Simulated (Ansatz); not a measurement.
Consider the formal exchange of groups at the Si–Si bond: `[SiH3][SiH]1[AlH][S]1` + `CI` → `[SiH3]CI` + `[AlH]1[SiH2][S]1`.

Calculated with Ansatz (gas phase, PBE0-D4/def2-TZVP geometries, no zero-point term in ΔE). CBS: MP2 limit from def2 TZ/QZ plus the TZ coupled-cluster correction, frozen cores. Functionals use def2-TZVPP. B3LYP here is the variant with VWN-RPA as its local correlation; programs differ in this. HSE06 is defined as in plane-wave codes. Elements past krypton have def2 core potentials. For I outer-core shells are correlated without core-valence functions, which leaves a few kJ/mol of doubt a bond.

`[SiH3][SiH]1[AlH][S]1`:

Cartesian coordinates in Å:
```
Si 0.665 -0.077 1.617
Si -0.669 -0.458 -0.256
Al -0.721 0.884 -2.153
S 0.552 -0.867 -2.060
H 1.446 -1.291 1.983
H 1.610 1.030 1.313
H -0.180 0.315 2.778
H -1.664 -1.541 -0.013
H -1.039 2.004 -3.209
```

`CI`:

```xyz
5

C     0.145    0.123    0.125
I    -1.212   -1.030   -1.042
H     0.826    0.622   -0.558
H    -0.437    0.842    0.694
H     0.678   -0.558    0.781
```

`[SiH3]CI`:

Z-matrix (Å, degrees):
```
Si
C 1 1.877
H 1 1.490 2 109.0
H 1 1.483 2 109.6 3 119.6
H 1 1.483 2 109.6 3 -119.6
I 2 2.141 1 109.8 3 -179.9
H 2 1.089 1 112.7 3 -61.9
H 2 1.089 1 112.7 3 62.1
```

`[AlH]1[SiH2][S]1`:

Z-matrix (Å, degrees):
```
Si
S 1 2.201
Al 1 2.318 2 57.3
H 1 1.487 2 112.5 3 -118.4
H 1 1.487 2 112.5 3 118.4
H 3 1.572 1 165.3 2 -180.0
```

```json
{"level": "r2SCAN-D4", "ΔE (kJ/mol)": "22.1", "difference from CCSD(T)/CBS": "7.8"}
{"level": "B3LYP-D4", "ΔE (kJ/mol)": "19.6", "difference from CCSD(T)/CBS": "5.3"}
{"level": "BHLYP-D4", "ΔE (kJ/mol)": "15.6", "difference from CCSD(T)/CBS": "1.3"}
{"level": "CAM-B3LYP-D4", "ΔE (kJ/mol)": "15.0", "difference from CCSD(T)/CBS": "0.7"}
{"level": "ωB97M-V", "ΔE (kJ/mol)": "11.6", "difference from CCSD(T)/CBS": "-2.7"}
{"level": "PBE-QIDH", "ΔE (kJ/mol)": "18.4", "difference from CCSD(T)/CBS": "4.1"}
{"level": "r2SCANh", "ΔE (kJ/mol)": "21.1", "difference from CCSD(T)/CBS": "6.8"}
{"level": "HSE06", "ΔE (kJ/mol)": "25.5", "difference from CCSD(T)/CBS": "11.2"}
{"level": "LC-ωPBE", "ΔE (kJ/mol)": "19.1", "difference from CCSD(T)/CBS": "4.8"}
{"level": "MP2/def2-SVP", "ΔE (kJ/mol)": "13.4", "difference from CCSD(T)/CBS": "-0.9"}
{"level": "CCSD/def2-SVP", "ΔE (kJ/mol)": "16.2", "difference from CCSD(T)/CBS": "1.9"}
{"level": "HF/def2-TZVPP", "ΔE (kJ/mol)": "10.5", "difference from CCSD(T)/CBS": "-3.8"}
{"level": "MP2/def2-TZVPP", "ΔE (kJ/mol)": "10.3", "difference from CCSD(T)/CBS": "-4.0"}
{"level": "SCS-MP2/def2-TZVPP", "ΔE (kJ/mol)": "9.2", "difference from CCSD(T)/CBS": "-5.1"}
{"level": "CCSD(T)/def2-TZVPP", "ΔE (kJ/mol)": "15.1", "difference from CCSD(T)/CBS": "0.8"}
{"level": "MP2/def2-QZVPP", "ΔE (kJ/mol)": "9.6", "difference from CCSD(T)/CBS": "-4.7"}
{"level": "CCSD(T)/CBS", "ΔE (kJ/mol)": "14.3", "difference from CCSD(T)/CBS": "0"}
```

Largest T1 diagnostic among the species: 0.015.

From PBE to PBE0 (25 % exact exchange), in def2-TZVPP and without D4, ΔE moves by −3.2 kJ/mol. Leaving LDA and LC-ωPBE aside and taking each functional with its dispersion term where it has one, the values, not all of them listed here, spread over 17.4 kJ/mol, from ωB97M-V to PBE-D4. LDA lies −5.2 kJ/mol from PBE without D4.
